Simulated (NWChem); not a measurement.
System: BeHF; SMILES [F][BeH]

Input file for NWChem:

```
start job
memory heap 200 mb stack 900 mb global 1100 mb
geometry units angstroms noautoz
  Be     0.000000     0.000000    -0.776822
  H      0.000000     0.000000    -2.114982
  F      0.000000     0.000000     0.624228
end
basis spherical
  * library pcseg-2
end
dft
  xc pbe0
  iterations 150
  mulliken
end
task dft energy
```

Parts of the log:

```
             Northwest Computational Chemistry Package (NWChem) 7.3.0
             --------------------------------------------------------

 ORDER OF PRIMARY AXIS IS BEING SET TO 4
 C4V symmetry detected

                             Geometry "geometry" -> ""
                             -------------------------

 Output coordinates in angstroms (scale by  1.889725989 to convert to a.u.)

  No.       Tag          Charge          X              Y              Z
 ---- ---------------- ---------- -------------- -------------- --------------
    1 Be                   4.0000     0.00000000     0.00000000    -0.80509214
    2 H                    1.0000     0.00000000     0.00000000    -2.14325214
    3 F                    9.0000     0.00000000     0.00000000     0.59595786

 Effective nuclear repulsion energy (a.u.)      16.9176974145

      Symmetry information
      --------------------

 Group name             C4v
 Group number             18
 Group order               8
 No. of unique centers     3

                                 NWChem DFT Module
                                 -----------------

 Summary of "ao basis" -> "ao basis" (spherical)
 ------------------------------------------------------------------------------
       Tag                 Description            Shells   Functions and Types
 ---------------- ------------------------------  ------  ---------------------
 Be                         pcseg-2                  7       15   4s2p1d
 H                          pcseg-2                  6       14   3s2p1d
 F                          pcseg-2                 10       30   4s3p2d1f

      Symmetry analysis of basis
      --------------------------

        a1         23
        a2          0
        b1          5
        b2          5
        e          26

            General Information
            -------------------
          SCF calculation type: DFT
          Wavefunction type:  closed shell.
          No. of atoms     :     3
          No. of electrons :    14
           Alpha electrons :     7
            Beta electrons :     7
          Charge           :     0
          Spin multiplicity:     1
          Use of symmetry is: on ; symmetry adaption is: on
          Maximum number of iterations: 150
          AO basis - number of functions:    59
                     number of shells:    23
          Convergence on energy requested:  1.00D-06
          Convergence on density requested:  1.00D-05
          Convergence on gradient requested:  5.00D-04

              XC Information
              --------------
                         PBE0 Method XC Functional
                     Hartree-Fock (Exact) Exchange  0.250
          PerdewBurkeErnzerhof Exchange Functional  0.750
            Perdew 1991 LDA Correlation Functional  1.000 local
           PerdewBurkeErnz. Correlation Functional  1.000 non-local

             Grid Information
             ----------------
          Grid used for XC integration:  medium
          Radial quadrature: Mura-Knowles
          Angular quadrature: Lebedev.
          Tag              B.-S. Rad. Rad. Pts. Rad. Cut. Ang. Pts.
          ---              ---------- --------- --------- ---------
          Be                  1.05       49           8.0       434
          H                   0.35       45           9.0       434
          F                   0.50       49           9.0       434
          Grid pruning is: on
          Number of quadrature shells:   143
          Spatial weights used:  Erf1

      Superposition of Atomic Density Guess
      -------------------------------------

 Sum of atomic energies:        -114.48271515

      Non-variational initial energy
      ------------------------------

 Total energy =    -114.578448
 1-e energy   =    -191.781844
 2-e energy   =      60.285699
 HOMO         =      -0.486919
 LUMO         =       0.008789

      Symmetry analysis of molecular orbitals - initial
      -------------------------------------------------

 !! scf_movecs_sym_adapt:   10 vectors were symmetry contaminated

  Symmetry fudging

 !! scf_movecs_sym_adapt:   10 vectors were symmetry contaminated

  Numbering of irreducible representations:

     1 a1          2 a2          3 b1          4 b2          5 e

  Orbital symmetries:

     1 a1          2 a1          3 a1          4 a1          5 e
     6 e           7 a1          8 a1          9 e          10 e
    11 a1         12 a1         13 a1         14 e          15 e
    16 e          17 e

     ---------------------------------------------
      Total Density - Mulliken Population Analysis
     ---------------------------------------------

    Atom       Charge   Shell Charges
 -----------   ------   -------------------------------------------------------
    1 Be   4     3.30   2.00  0.48  0.29  0.09  0.40  0.00  0.05
    2 H    1     1.08   0.34  0.50  0.23  0.00  0.01  0.00
    3 F    9     9.62   2.00  0.65  0.99  0.27  2.52  2.50  0.68  0.00  0.00  0.00

   convergence    iter        energy       DeltaE   RMS-Dens  Diis-err
 ---------------- ----- ----------------- --------- --------- ---------
 d= 0,ls=0.0,diis     1   -115.1080869749 -1.32D+02  1.37D-02  5.25D-01
 d= 0,ls=0.0,diis     2   -115.0291265404  7.90D-02  7.24D-03  1.82D+00
 d= 0,ls=0.0,diis     3   -115.1757091195 -1.47D-01  6.98D-04  1.70D-03
 d= 0,ls=0.0,diis     4   -115.1759814344 -2.72D-04  1.27D-04  1.28D-04
 d= 0,ls=0.0,diis     5   -115.1760037172 -2.23D-05  1.57D-05  2.99D-06
 d= 0,ls=0.0,diis     6   -115.1760039780 -2.61D-07  1.89D-06  1.24D-08

         Total DFT energy =     -115.176003977988
      One electron energy =     -193.405080021136
           Coulomb energy =       74.917716006518
    Exchange-Corr. energy =      -13.606337377892
 Nuclear repulsion energy =       16.917697414522

 Numeric. integr. density =       14.000000568963

                  Occupations of the irreducible representations
                  ----------------------------------------------

[...]
```

Level: PBE0/pcseg-2. Coordinates come from a PBE-D3(BJ)/def2-SVP optimisation.
